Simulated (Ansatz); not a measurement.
Mulliken charges of CH2AlNO (`O=C=[N][AlH2]`) from ωB97M-V/def2-TZVPP in Ansatz (PBE0-D4/def2-TZVP geometry).

```csv
atom,x (Å),y (Å),z (Å),charge (e)
O1,1.702,-2.147,0.966,-0.245
C2,1.020,-1.288,0.573,0.350
N3,0.320,-0.407,0.168,-0.344
Al4,-0.716,0.901,-0.422,0.443
H5,-1.264,0.786,-1.895,-0.102
H6,-1.020,2.090,0.564,-0.102
```

Q: By hand: the dipole of these point charges (1 e Å = 4.8032 D).

A: Σ q r = (-0.254, 0.321, -0.145) e Å, of length 0.434 e Å = 2.08 D.

Q: How does the dipole of the full density compare? (Estimate.)

A: Computed: (-0.250, 0.315, -0.143) e Å, 2.05 D; the point charges give 1.01 times that, at 0° from its direction.

Point charges leave out the atoms' own dipoles, such as those of lone pairs, and Mulliken's split depends on the basis, so the close match here is no proof of good charges.
